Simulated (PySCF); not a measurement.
Compound: C3H9Si2 (doublet state).
Structure used (GFN2-xTB), in Å, numbered top down from 1:
```
atom  x, y, z in Å
C1    -1.5930   -1.6870   -0.1189
C2    -1.1408   -0.4812   -0.2667
C3    -0.0053    0.3487   -0.5231
Si4   -0.3299    1.8185    0.6676
Si5    1.6860   -0.5374   -0.2866
H6    -2.6173   -1.8897    0.1615
H7    -0.9875   -2.5809   -0.2867
H8    -0.0521    0.7258   -1.5490
H9    -1.5804    2.4597    0.2616
H10    0.7683    2.7898    0.5953
H11   -0.4325    1.2989    2.0299
H12    1.7661   -1.0380    1.0844
H13    1.7598   -1.6493   -1.2364
H14    2.7579    0.4217   -0.5550
```

The hyperfine couplings belong to this conformer and change with its torsions.

The species is `C=[C]C([SiH3])[SiH3]` [radical].

Method used: UKS B3LYP, pcH-1 on C H Si, non-relativistic, mean-field spin-orbit, GIAO in PySCF 2.14.0. Isolated species at its GFN2-xTB geometry (one conformer only). Couplings are sensitive to structure, and on GFN2-xTB geometries they can be far from those on DFT ones. No stability test was run, so a lower SCF solution isn't excluded.

**Question.** Predict the first-order ENDOR lines of H7, H6, H8 and H9 (×6) under fast tumbling at B = 340.6 mT (X band).

**Answer.** For S = 1/2 in fast tumbling each set of equivalent nuclei gives two lines, ν± = |νn ± a/2| to first order, with νn = g_N μN B/h and μN/h = 7.62259 MHz/T.

```
 nuclei  isotope     g_N  νn (MHz)  a_iso (MHz)  lower line (MHz)  upper line (MHz)
     H7       1H  5.5857     14.50       170.58             70.79             99.79
     H6       1H  5.5857     14.50       107.91             39.45             68.46
     H8       1H  5.5857     14.50         7.31             10.84             18.16
H9 (×6)       1H  5.5857     14.50         5.99             11.51             17.50
```

**Question.** Which pairs are centred on the nuclear Larmor frequency, and which on half the coupling?

**Answer.** Centred on νn, since |a| < 2νn: H8 and H9 (×6). Centred on |a|/2 and split by 2νn: H7 and H6.

**Question.** At what field would the lower line of H7 fall to zero frequency?

**Answer.** Where νn = |a|/2, that is B = 85.29 MHz/(5.5857 × 7.62259 MHz/T) = 2000 mT, as far as first order holds there.

Means are taken over nuclei equivalent by connectivity, which assumes that they swap fast. The six 1H nuclei of mean +6.0 MHz run from -3.6 to 25.4 MHz in the frozen geometry.

The largest Mulliken spin populations are on C2 (+0.91), C1 (-0.15), H7 (+0.09) and Si5 (+0.08). No atom but C2 exceeds +0.15.

On an Intel Xeon at 2.60 GHz with one thread, shared host with 128 logical CPUs at a one-minute load of 13, this took 45 s (grids of density and orbitals included) and 0.89 GiB of memory at its peak.
